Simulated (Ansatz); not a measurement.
Reaction (silylene formation by 1,1-elimination): `[SiH3]O[SiH](S)Cl` → `O[SiH3]` + `S[Si]Cl`

Computed with Ansatz on PBE0-D4/def2-TZVP structures; ΔE is electronic, products minus reactants. CCSD(T)/CBS is the MP2 limit (def2-TZVPP, def2-QZVPP) plus CCSD(T) − MP2 in def2-TZVPP, frozen cores. This one scheme is used for every species. Functionals use def2-TZVPP. Each species was taken in one conformer, which may not be the lowest.

`[SiH3]O[SiH](S)Cl`:

```xyz
10

Si    1.513    0.796   -0.415
O     0.646   -0.538   -0.001
Si   -0.842   -1.131    0.216
S    -1.923   -0.141    1.749
Cl   -1.851   -0.971   -1.563
H     1.765    0.787   -1.876
H     2.797    0.754    0.323
H     0.758    2.023   -0.048
H    -0.743   -2.549    0.600
H    -2.120    0.970    1.017
```

`O[SiH3]`:

```xyz
6

O     1.261   -0.143    0.178
Si   -0.334   -0.003   -0.212
H     1.518    0.040    1.082
H    -1.179   -0.935    0.583
H    -0.431   -0.339   -1.651
H    -0.836    1.380    0.019
```

`S[Si]Cl`:

Cartesian coordinates in Å:
```
S -0.976 -0.516 -0.248
Si 1.015 0.180 0.085
Cl 0.513 2.001 0.969
H -0.553 -1.665 -0.806
```

```tsv
level	ΔE (kcal/mol)
r2SCAN-D4	63.0
PBE0-D4	60.8
r2SCAN	62.1
HF/def2-TZVPP	63.7
CCSD/def2-TZVPP	61.4
CCSD(T)/def2-TZVPP	60.8
HF/def2-QZVPP	64.2
MP2/def2-QZVPP	65.1
```

Task: What does CCSD(T)/CBS give? (An estimate is asked.)

Result: Ansatz gave: +61.6 kcal/mol. The listed levels differ from it by 1.4, -0.8, 0.5, 2.1, -0.2, -0.8, 2.6, 3.5 kcal/mol.

Largest T1 diagnostic among the species: 0.014.

From PBE to PBE0 (25 % exact exchange), in def2-TZVPP and without D4, ΔE moves by +5.6 kcal/mol. The D4 term adds +4.7 kcal/mol with B3LYP and +2.7 kcal/mol with PBE0; it sums over pairs of atoms, weighted by their polarisabilities, and B3LYP, whose exchange is more repulsive, gets the larger term.

B3LYP here is the variant with VWN-RPA as its local correlation; programs differ in this.
